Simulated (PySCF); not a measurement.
Calculation: PBE-D3(BJ)/def2-TZVP // M06-2X/def2-TZVP (PySCF 2.14.0). Gas-phase values, no solvent. One relaxed conformer stands for a flexible species; it need not be the lowest. Delta-SCF ions had no search for a lower state. 

Reference species (SMILES): `[BH2][AlH2]` (neutral, multiplicity 1).

```yaml
S1 oscillator strength: 0.017
vertical ionisation energy (Delta-SCF): 9.61 eV
```

Changed species: `BC` (X = methyl; the reference has X = AlH2).

What does the change do to the S1 oscillator strength and vertical ionisation energy (Delta-SCF)?

the S1 oscillator strength falls by 0.017, to 0.000; the vertical ionisation energy (Delta-SCF) rises by 1.75 eV, to 11.36 eV.
